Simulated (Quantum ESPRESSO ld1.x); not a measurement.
Q: Valence configurations of Zn+ (all share [Ar]). Method: Dirac Kohn-Sham, revPBE, spin-unpolarised, spherical densities, point nucleus; open shells are shared between the two j in proportion to 2j + 1; computed with ld1.x of Quantum ESPRESSO 7.5. Order these by energy: 3d9.5 4s1.5; 3d9 4s1.5 4p0.5; 3d9 4s2; 3d9.5 4s1 4p0.5; 3d8 4s2 4p1; 3d9 4s1 4p1; 3d10 4s1; 3d8 4s1 4p2; 3d8 4p3; 3d10 4p1.

A: From the lowest, in eV above it: 3d10 4s1 0.000; 3d9.5 4s1.5 3.450; 3d10 4p1 6.285; 3d9.5 4s1 4p0.5 6.741; 3d9 4s2 8.058; 3d9 4s1.5 4p0.5 11.529; 3d9 4s1 4p1 15.049; 3d8 4s2 4p1 28.916; 3d8 4s1 4p2 36.787; 3d8 4p3 44.800. NIST lists [Ar] 3d10 4s1 as the ground configuration; this level of theory agrees among the configurations tried. The energies are those of spherical spin-averaged densities, not of single terms.
